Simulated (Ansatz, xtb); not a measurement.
**CH2AgBrGe: where a starting geometry ends**

The starting geometry of this gas-phase triplet was built from a drawn formula by distance geometry and a force field; its bonds are those of `[GeH][C@H](Br)[Ag]`.

```xyz
6

C    -0.2311    1.4420   -1.0942
Ag   -0.5931    1.4809   -3.3971
Br    1.6679    1.5743   -0.7940
Ge   -1.1646    2.8905   -0.2668
H    -0.9051    2.8398    1.2755
H    -0.5577    0.4672   -0.7297
```

**Question.** Predict what it relaxes into with r2SCAN-D4/def2-SVP.

**Answer.** It rearranges, giving a structure given below by its coordinates. Contacts that open: C1–Ag2 (2.33 → 3.69 Å). Contacts that close: Ag2–Ge4 (3.48 → 2.45 Å).

The energy falls by 1.15 eV over 20 steps:

| step | E − E(last) (eV) |
| --- | --- |
| 1 | 1.149 |
| 3 | 0.833 |
| 5 | 0.814 |
| 7 | 0.780 |
| 9 | 0.738 |
| 12 | 0.349 |
| 14 | 0.090 |
| 16 | 0.008 |
| 18 | 0.001 |
| 20 | 0.000 |

Final geometry (Å):

```xyz
6

C     0.3607    1.1706   -0.4622
Ag   -1.8258    2.7628   -2.9703
Br    2.1699    1.1263   -0.9491
Ge   -0.7324    2.7405   -0.7819
H    -1.7202    2.7300    0.4267
H    -0.0360    0.1645   -0.2695
```

From the same start GFN2-xTB ends elsewhere, differing in C1–Ag2 (2.07 against 3.69 Å here), C1–Br3 (4.18 against 1.87 Å here), Ag2–Br3 (2.38 against 4.77 Å here), Ag2–Ge4 (3.61 against 2.45 Å here).

No frequencies were run, so the end isn't proven a minimum. Open shells are spin-unrestricted. The triplet needn't be the ground state. Atoms past krypton carry core potentials, without spin–orbit terms. Run with Ansatz 0.2.0, 4.9 min on 2 threads of Arm Neoverse V1, with other jobs on the host.
